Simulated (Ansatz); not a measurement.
Relaxation of a periodic cell of 17 atoms, Si16N (host Si, host structure diamond, interstitial N), to a largest force component of 0.03 eV/Å in at most 60 steps.

All numbers below come from DFT r2SCAN, scalar-relativistic, plane waves, PAW (Ansatz 0.2.0). Settings: PAW set soft_1, cutoff 500 eV, k mesh 2x2x2, fermi-dirac smearing 0.02 eV, spin collinear.

```xyz
17
Lattice="0.0000 5.4300 5.4300 5.4300 0.0000 5.4300 5.4300 5.4300 0.0000" Properties=species:S:1:pos:R:3:forces:R:3
Si 0.000 0.000 0.000 0.50 -0.51 0.47
Si 1.357 1.357 1.357 0.42 -0.50 -0.41
Si 2.715 2.715 0.000 -0.08 0.06 0.08
Si 4.072 4.072 1.357 -0.09 0.06 -0.07
Si 2.715 0.000 2.715 -0.44 -0.49 -0.49
Si 4.072 1.357 4.072 0.10 0.17 -0.11
Si 5.430 2.715 2.715 0.08 0.09 -0.08
Si 6.787 4.072 4.072 0.07 0.06 0.08
Si 0.000 2.715 2.715 -0.13 -0.07 0.12
Si 1.357 4.072 4.072 0.34 0.30 0.42
Si 2.715 5.430 2.715 -0.07 -0.07 -0.05
Si 4.072 6.787 4.072 -0.07 -0.07 0.07
Si 2.715 2.715 5.430 -0.36 0.42 0.37
Si 4.072 4.072 6.787 -0.41 0.29 -0.32
Si 5.430 5.430 5.430 0.05 -0.07 0.07
Si 6.787 6.787 6.787 0.06 -0.07 -0.06
N 1.982 4.747 6.156 0.04 0.38 -0.09
```

Problem. Where does it end, and by what steps?

Solution. The run converged. Limits of this set-up: coarse k mesh, a small cell, in which the defect meets its images. After 20 steps the energy has fallen by 1.811 eV; N17 moved furthest, 1.28 Å. Parted: Si2–Si5 (2.35 → 3.05 Å).

```json
{"step": "0", "energy less start (eV)": "0.0000", "largest force component (eV/Å)": "0.506", "accepted": "yes"}
{"step": "1", "energy less start (eV)": "-0.1005", "largest force component (eV/Å)": "0.301", "accepted": "yes"}
{"step": "2", "energy less start (eV)": "-0.1411", "largest force component (eV/Å)": "0.457", "accepted": "yes"}
{"step": "3", "energy less start (eV)": "-0.1740", "largest force component (eV/Å)": "0.657", "accepted": "yes"}
{"step": "4", "energy less start (eV)": "-0.3933", "largest force component (eV/Å)": "1.116", "accepted": "yes"}
{"step": "5", "energy less start (eV)": "-0.8663", "largest force component (eV/Å)": "1.998", "accepted": "yes"}
{"step": "6", "energy less start (eV)": "-1.3608", "largest force component (eV/Å)": "0.630", "accepted": "yes"}
{"step": "7", "energy less start (eV)": "-1.5163", "largest force component (eV/Å)": "1.030", "accepted": "yes"}
{"step": "8", "energy less start (eV)": "-1.6285", "largest force component (eV/Å)": "0.826", "accepted": "yes"}
{"step": "9", "energy less start (eV)": "-1.6356", "largest force component (eV/Å)": "0.650", "accepted": "yes"}
{"step": "10", "energy less start (eV)": "-1.6505", "largest force component (eV/Å)": "0.372", "accepted": "yes"}
{"step": "11", "energy less start (eV)": "-1.6937", "largest force component (eV/Å)": "0.406", "accepted": "yes"}
{"step": "12", "energy less start (eV)": "-1.7645", "largest force component (eV/Å)": "0.367", "accepted": "yes"}
{"step": "13", "energy less start (eV)": "-1.7798", "largest force component (eV/Å)": "0.148", "accepted": "yes"}
{"step": "14", "energy less start (eV)": "-1.7300", "largest force component (eV/Å)": "0.462", "accepted": "no"}
{"step": "15", "energy less start (eV)": "-1.7954", "largest force component (eV/Å)": "0.150", "accepted": "yes"}
{"step": "16", "energy less start (eV)": "-1.8036", "largest force component (eV/Å)": "0.254", "accepted": "yes"}
{"step": "17", "energy less start (eV)": "-1.8101", "largest force component (eV/Å)": "0.038", "accepted": "yes"}
{"step": "18", "energy less start (eV)": "-1.8101", "largest force component (eV/Å)": "0.038", "accepted": "yes"}
{"step": "19", "energy less start (eV)": "-1.8106", "largest force component (eV/Å)": "0.032", "accepted": "yes"}
{"step": "20", "energy less start (eV)": "-1.8109", "largest force component (eV/Å)": "0.011", "accepted": "yes"}
```

```xyz
17
Lattice="0.0000 5.4300 5.4300 5.4300 0.0000 5.4300 5.4300 5.4300 0.0000" Properties=species:S:1:pos:R:3
Si 0.200 -0.164 0.126
Si 1.082 1.898 1.013
Si 2.868 2.804 -0.099
Si 4.157 3.985 1.406
Si 2.635 -0.230 2.559
Si 4.091 1.116 4.017
Si 5.452 2.540 2.737
Si 6.794 3.967 4.024
Si -0.029 2.808 2.797
Si 1.481 3.987 4.082
Si 2.767 5.364 2.692
Si 4.121 6.713 4.048
Si 2.811 2.542 5.376
Si 4.100 3.970 6.716
Si 5.474 5.349 5.396
Si 6.830 6.693 6.755
N 1.450 5.706 6.811
```

Time of the run: 15 min on 4 threads of Arm Neoverse V1 (shared host), peak memory 1.7 GiB.
